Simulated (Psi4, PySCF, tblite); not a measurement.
Approach curve of the dimer C2H3N ··· CS2 (SMILES CC#N and S=C=S). Monomers: optimised at B3LYP-D3(BJ) (def2-TZVP), held rigid. Orientation: lowest of the rigid-body minima from ten starts at GFN2-xTB. The monomers approach along the line of their centres of mass (distance R); nothing else relaxes.

Methods: GFN2-xTB (tblite); RKS-LDA (SVWN5)/6-31G* = restricted LDA (SVWN5)/6-31G*, spherical d, no counterpoise correction (PySCF); SAPT0/jun-cc-pVDZ, frozen core (Psi4).

Interaction energies in kJ/mol:

```csv
R / Å,GFN2-xTB,RKS-LDA (SVWN5)/6-31G*
3.02,6.86,8.20
3.28,-5.62,-9.80
3.47,-8.57,-13.21
3.65,-9.19,-13.02
3.86,-8.68,-11.02
4.08,-7.64,-8.38
4.34,-6.29,-5.54
4.63,-4.91,-3.17
5.12,-3.10,-0.99
5.88,-1.50,-0.05
6.85,-0.62,0.07
8.12,-0.22,0.06
```

Problem. What does SAPT0/jun-cc-pVDZ give at the same points?

Solution. 3.02: 33.76; 3.28: 6.63; 3.47: -1.52; 3.65: -4.70; 3.86: -5.63; 4.08: -5.22; 4.34: -4.21; 4.63: -3.08; 5.12: -1.71; 5.88: -0.67; 6.85: -0.19; 8.12: -0.02 (kJ/mol).
